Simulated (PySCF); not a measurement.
# Reading the logs of faulty runs: AlBCH5O

These are calculations, not measurements. They come from PySCF 2.14.0, an open-source quantum chemistry program, on an isolated molecule that a program drew, which may never have been made. The molecule is AlBCH5O (charge 0, doublet), drawn as the SMILES string `BO[CH][AlH2]`.

Each row is a Hartree-Fock (HF) and frozen-core CCSD(T) single point in the cc-pV(D+d)Z basis, meant for a local HF minimum. Run 1 is clean. Each other run has one planted mistake out of seven kinds, and not every kind appears here: one electron removed, one electron added, multiplicity raised by two, geometry at a saddle point, minimal basis STO-3G, one bond length entered in bohr, all coordinates scaled. The reference is restricted for singlets and unrestricted otherwise, and also for a bond in bohr. Adding or removing an electron swaps singlet and doublet. Electrons count all cores. HOMO and LUMO are orbital energies over both spins, the gradient is its largest component, and the lowest frequency (negative if imaginary) is given only where the gradient is small. Bond lengths are over the 8 bonds as drawn. T1 is the CCSD diagnostic: over 0.02 (restricted) or 0.045 (unrestricted) a single reference is doubtful.

Geometry of the clean run:
```xyz
9
AlBCH5O, angstrom
B     0.7294    0.5253    1.6712
O     0.1698    0.2696    0.4689
C    -0.5277   -0.8749    0.1745
Al   -1.2875   -1.1347   -1.5861
H     0.6331   -0.2735    2.5649
H     1.3111    1.5644    1.7934
H    -0.5839   -1.5629    1.0194
H    -2.0737   -2.4820   -1.8349
H    -1.1143   -0.0352   -2.7017
```

```
run,electrons,basis functions,<S^2>,HOMO (eV),LUMO (eV),gradient (hartree/bohr),lowest frequency (cm^-1),mean bond (Å),longest bond (Å),T1,HF (hartree),CCSD(T) (hartree),mistake
1,37,90,0.759,-9.33,0.76,5.3e-06,96,1.4130,1.935,0.0190,-382.22613,-382.73512,no fault
2,37,90,1.727,-9.96,0.67,1.9e-02,-,1.5656,2.593,0.0322,-382.11594,-382.59674,one bond length entered in bohr
3,37,29,0.766,-6.92,6.64,3.9e-02,-,1.4130,1.935,0.0225,-377.53794,-377.74080,?
4,38,90,0.000,-0.90,6.85,5.3e-02,-,1.4130,1.935,0.0214,-382.20663,-382.77306,?
```

**Which mistake was planted in run 3, and what did it cost?**

It has 29 basis functions where the clean run has 90, with the same electrons and geometry. So the mistake is: minimal basis STO-3G. Subtracting run 1 and multiplying by 627.51 kcal/mol a hartree, the energy moved by 2941.9 kcal/mol in HF and 3134.0 kcal/mol in CCSD(T).

**Which mistake was planted in run 4, and what did it cost?**

It counts 38 electrons, one more than the clean run, at the same geometry and basis. So the mistake is: one electron added. Subtracting run 1 and multiplying by 627.51 kcal/mol a hartree, the energy moved by 12.2 kcal/mol in HF and -23.8 kcal/mol in CCSD(T).

Cautions from the logs. Run 4: T1 is over the limit, so its CCSD(T) energy is less reliable.
